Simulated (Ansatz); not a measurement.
C2H6AsNSi, SMILES `C#CN[AsH][SiH3]` at its PBE0-D4/def2-TZVP geometry, where that method's forces vanish. The species carries charge 0 and has multiplicity 1.

```xyz
11

C    -1.0333   -1.1634   -2.6130
C    -0.3536   -1.1237   -1.6201
N     0.3691   -1.1136   -0.4972
As   -0.5155   -0.7585    1.1259
Si    0.1965    1.4993    1.3871
H    -1.6209   -1.2132   -3.4967
H     1.3111   -0.7641   -0.5998
H     0.6259   -1.2749    1.9971
H     1.6281    1.6347    1.0025
H    -0.6284    2.3660    0.5088
H     0.0209    1.9115    2.8055
```

Question: What forces (eV/Å) does r2SCAN-D4/def2-TZVPP give on these atoms in Ansatz? (Estimate.)

Answer: Computed: 
```
C1  -0.239 -0.017 -0.337
C2   0.188  0.036  0.237
N3   0.054 -0.100 -0.140
As4 -0.096  0.013  0.169
Si5  0.011  0.031  0.020
H6   0.037 -0.003  0.053
H7   0.044  0.030  0.011
H8  -0.001  0.015 -0.010
H9  -0.024  0.005  0.007
H10  0.019 -0.016  0.017
H11  0.007  0.005 -0.027
```
